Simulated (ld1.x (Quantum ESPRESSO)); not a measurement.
**Kr, TM: configuration errors across variants**

ld1.x (Quantum ESPRESSO) 7.5 input, shortened:

```
&input
   title='Kr', zed=36., rel=1, dft='PBE', iswitch=3,
   config='[Kr] 4d-2'
 /
 &inputp
   pseudotype=2, tm=.true., lloc=2,
   nlcc=.true., rcore=0.85
 /
3
4S  1  0   2.00   0.00  1.05  1.05  0.0
4P  2  1   6.00   0.00  1.45  1.45  0.0
4D  3  2  -2.00  -0.15  1.45  1.45  0.0
 &test
   configts(1)='4s2 4p6'
 /
```

All-electron excitation energies from the reference (eV): (1) 4s2 4p5 14.289; (2) 4s2 4p4 39.464; (3) 4s2 4p3 76.538; (4) 4s2 4p2 126.348; (5) 4s1 4p6 28.797; (6) 4s2 4p5.5 5.856.

2 further variants failed, have other tests or too few solved ones, and are left out.

A true bound ghost makes a file unfit for plane-wave use even where its test errors are small: the radial tests pick states by their node count and pass the ghost by.

Errors AE − PS in meV (a dash: test not solved or not reliable):

| change | (1) | (2) | (3) | (4) | (5) | (6) | bound ghosts |
| --- | --- | --- | --- | --- | --- | --- | --- |
| base | -5.9 | -25 | -64 | -131 | -27 | -1.8 | p |
| all radii but the core radius scaled by about 0.95 (s 1.00, p 1.38, d 1.38 bohr) | -4.5 | -18 | -48 | -103 | -28 | -1.5 | p |
| core correction a·sin(br)/r model core inside 0.76 bohr | -5.9 | -25 | -64 | -132 | -28 | -1.8 | p |
| wave 4d channel at -0.15 Ry: rc 1.45 bohr becomes 4d channel at 1.69 Ry: rc 1.45 bohr | -5.0 | -20 | -52 | -108 | -24 | -1.6 | none |

Task: Give the same row for: local potential the p channel.

Result: -1.3, -1.8, -5.0, -22, -11, -0.8; bound ghosts: s, d.
